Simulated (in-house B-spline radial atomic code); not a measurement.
## Ionising I⁴⁺ with different functionals

Computed with a radial B-spline atomic code at the basis-set limit: scalar-relativistic (spin-free X2C) Hamiltonian, Fermi nucleus of rms radius 4.75 fm, spin-polarised at highest spin, spherical fractional occupations for the functionals, and exact exchange of hybrids averaged over the configuration. The ionisation energy is the difference of two self-consistent energies, [Kr] 4d10 5s2 5p1 → [Kr] 4d10 5s2, without Breit or QED terms; ε is the level of the shell that loses the electron (its least bound occupied spin orbital). There is no spin-orbit coupling in this Hamiltonian.

```csv
method,rung,ΔSCF (eV),-ε(5p) (eV)
PBE0,global hybrid,50.35,46.57
B3LYP,global hybrid,?,?
TPSSh,global hybrid,50.18,45.70
BHandHLYP,global hybrid,50.40,47.84
r2SCAN0,global hybrid,50.30,46.70
B97-1,global hybrid,50.19,46.17
HSE06,range-separated hybrid,50.40,46.16
wB97X,range-separated hybrid,50.31,48.95
CAM-B3LYP,range-separated hybrid,50.64,48.17
LC-wPBE,range-separated hybrid,?,?
```

What does B3LYP give?

ΔSCF 50.57 eV, and -ε(5p) = 46.40 eV.

What does LC-wPBE give?

ΔSCF 50.52 eV, and -ε(5p) = 49.64 eV.

Among the functionals, which spreads more, the ΔSCF values or the orbital energies?

The orbital energies: ΔSCF values span about 0.46 eV and the orbital energies 3.94 eV; here energy differences depend much less on the functional than eigenvalues do.

How do they compare with the NIST value?

NIST lists 51.52 eV ± 0.04 (measured, ground level to ground level). Errors run from -1.34 to -0.88 eV. The correlated functionals all miss on the same side by more than they spread, so the cause is common to them (spin-orbit coupling, Breit-QED terms, multiplet and fine-structure energies, or a listed next ion that isn't the cheapest removal here) and closeness doesn't rank the functionals.
